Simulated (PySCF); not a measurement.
C₄H₄Cl₂, SMILES CC(Cl)=C=CCl.

Coordinates come from a B3LYP-D3(BJ)/def2-SVP optimisation.

Vertical ionisation energy (IE) and electron affinity (EA) in eV. Rows of orbital energies are one-electron estimates. Where ΔSCF, EOM or ADC give a negative EA the extra electron is unbound and the value depends on the basis.

```csv
level,IE,EA
"−ε(HOMO), −ε(LUMO), HF/def2-TZVP (PySCF)",10.22,-2.99
"−ε(HOMO), −ε(LUMO), PBE/def2-TZVP (PySCF)",6.43,1.93
```
